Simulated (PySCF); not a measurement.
Molecule: `C=C/C=C/B`, C4H7B.

Geometry (Å), atoms numbered from 1 in this order:
```xyz
12

B     2.5073   -0.0633   -0.3717
C     1.0296   -0.0672   -0.7797
C     0.0413    0.0081    0.1499
C    -1.3792    0.0123   -0.1338
C    -2.3205    0.0915    0.8201
H     3.3984   -0.1282   -1.1878
H     2.7905    0.0070    0.8050
H     0.7212   -0.1310   -1.8317
H     0.3236    0.0722    1.2092
H    -1.6752   -0.0539   -1.1872
H    -3.3857    0.0928    0.5771
H    -2.0489    0.1584    1.8784
```

Geometry PBE0-D3(BJ)/def2-SVP throughout; GIAO in PySCF 2.14.0 with density-fitted response routines, gas phase, one conformer, non-relativistic; equivalent atoms averaged; functional PBE0.

For orientation, def2-TZVP gives these shifts δ (against BF3·OEt2, TMS at the same level): B1 70.5, C3 175.4, C4 147.4, C5 136.6, H6/H7 6.88, H9 7.63, H8 7.10, H12 6.05, H11 5.96 ppm.

A run gave: B1 68.5, C3 166.7, C4 138.8, C5 131.2, H6/H7 6.90, H9 7.19, H8 6.96, H12 5.85, H11 5.81 ppm (shifts δ (against BF3·OEt2, TMS at the same level)).

Task: Which basis set was used in that run?
A. pcSseg-0
B. pcSseg-1
C. cc-pVTZ
D. def2-SVP

Result: D. C3 tells them apart best: def2-SVP gives 166.7, pcSseg-1 gives 175.7, cc-pVTZ gives 174.2, pcSseg-0 gives 181.2 ppm.
